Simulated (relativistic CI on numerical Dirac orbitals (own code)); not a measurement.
## Ir7+: 4d photoemission

Computed with this model: Dirac-Coulomb-Breit CI, KLI orbitals optimised for each configuration, model QED, valence Slater integrals scaled by 0.7, multiplet model of photoemission in the sudden approximation; configurations [Xe] 4f14 5d2 → [Kr] 4d9 4f14 5s2 5p6 5d2; 80 K; Lorentzian 4.9 eV and Gaussian 0.6 eV FWHM. Energies are those of the free ion, without screening or charge transfer. The energies are binding energies and can lie tens of eV above those of solids. S is read from ⟨S²⟩ = S(S + 1).

free ion: ground-state S = 0.91, centroid 421.59 eV. Peaks (eV, height): 415.0 (100), 431.0 (61).

Strongest unbroadened transitions for free ion:

| Energy (eV) | Relative strength |
| --- | --- |
| 414.80 | 51.5 |
| 414.84 | 38.5 |
| 414.92 | 19.8 |
| 415.12 | 100.0 |
| 415.22 | 78.6 |
| 416.71 | 2.0 |
| 417.04 | 5.6 |
| 417.50 | 0.7 |
| 417.75 | 1.3 |
| 421.42 | 2.5 |
| 430.59 | 19.5 |
| 430.71 | 79.4 |
| 430.83 | 58.7 |
| 432.65 | 0.7 |
| 432.68 | 0.7 |
| 432.84 | 12.0 |
| 434.46 | 14.2 |
| 434.64 | 10.4 |
